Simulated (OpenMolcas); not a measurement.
## Te V: effect of the basis set

```
Program             : OpenMolcas
Method              : SS-CASPT2, IPEA 0.25 Eh, imaginary shift 0.1 Eh (closed shells correlated: 4d)
Active space        : 2 electrons in 4 orbitals (5s 5p)
State averaging     : 2S+1 = 3 even, 3 roots; 2S+1 = 1 even, 7 roots; 2S+1 = 3 odd, 3 roots; 2S+1 = 1 odd, 3 roots
Spin-orbit coupling : state interaction with AMFI integrals over the reference wave functions, term energies averaged over their components
```

A. ANO-R1 [6s5p3d1f], X2C, finite nucleus; CASPT2 step roughly 1.7 core-seconds
B. ANO-RCC-VDZP [6s5p3d1f], DKH2, point nucleus; CASPT2 step about 2.8 core-seconds
C. ANO-RCC-VTZP [7s6p4d2f1g], DKH2, point nucleus; CASPT2 step about 1.8 core-seconds
D. ANO-R2 [7s6p4d2f1g], X2C, finite nucleus; CASPT2 step roughly 3 core-seconds
E. ANO-RCC-VQZP [8s7p5d3f2g], DKH2, point nucleus; CASPT2 step roughly 5 core-seconds
F. ANO-R3 [8s7p5d4f3g2h], X2C, finite nucleus; CASPT2 step about 9 core-seconds

Energies in eV above 5s² ¹S₀, the measured ground level; measured values from Moore, Atomic Energy Levels, vol. III, NSRDS-NBS 35 (1971 reprint of NBS Circular 467, 1958).

| Level | A | B | C | D | E | F | Measured |
| --- | --- | --- | --- | --- | --- | --- | --- |
| 5s² ¹S₀ | 0.0000 | 0.0000 | 0.0000 | 0.0000 | 0.0000 | 0.0000 | 0.0000 |
| 5s 5p ³P°₀ | 8.817 | 9.105 | 9.248 | 9.279 | 9.330 | 9.395 |  |
| 5s 5p ³P°₁ | 9.158 | 9.433 | 9.585 | 9.603 | 9.643 | 9.707 |  |
| 5s 5p ³P°₂ | 10.071 | 10.306 | 10.475 | 10.454 | 10.464 | 10.532 |  |
| 5s 5p ¹P°₁ | 13.379 | 13.551 | 13.554 | 13.532 | 13.556 | 13.550 | 13.8499 |
| 5p² ³P₀ | 20.817 | 21.476 | 21.760 | 21.776 | 21.883 | 21.990 | 21.8520 |
| 5p² ³P₁ | 21.497 | 22.128 | 22.441 | 22.419 | 22.504 | 22.621 | 22.6171 |
| 5p² ¹S₀ | 25.724 | 26.258 | 26.220 | 26.190 | 26.186 | 26.214 |  |

Deviations, from unrounded energies. A percentage is the sum of absolute deviations over the sum of measured energies, with the sign that they share, or ± where signs differ.

| Against measurement | Levels | A | B | C | D | E | F |
| --- | --- | --- | --- | --- | --- | --- | --- |
| mean absolute deviation (cm-1) | 3 | 7100 | 3100 | 1500 | 1600 | 1200 | 1200 |
| other configurations (%) | 3 | -4.5 | -2.0 | -1.0 | -1.0 | ±0.8 | ±0.8 |

E, F lie about equally close to measurement and A furthest from it. The largest miss of E in the table is 5s 5p ¹P°₁, by -2400 cm-1. The ranking rests on the paired levels alone, and a cruder setting can come out closer through cancelling errors.

Among A to F the level of the table that moves most is 5p² ³P₀, by 9500 cm-1 (lowest in A, highest in F). Moves below CASPT2's spread within the term are not significant.

Over all roots computed the reference weight is 0.90 to 0.95 in C, 0.89 to 0.95 in D, 0.89 to 0.95 in E, 0.89 to 0.95 in F; the roots of lowest weight are the least certain, and an intruder state may touch them. The ¹D term of p² mixes with s d, which this space lacks. The basis is small and was not contracted for so high a charge (holds for A; B). Computed and measured levels are paired by configuration, term and J; levels that our copy of the source lacks, or whose pairing is in doubt (as where it misses far off the trend of its configuration), stay unpaired and out of the deviations. Levels of configurations outside the active space are missing. The table leaves out levels that lie high or whose names do not pair safely across all columns.

° marks odd parity.
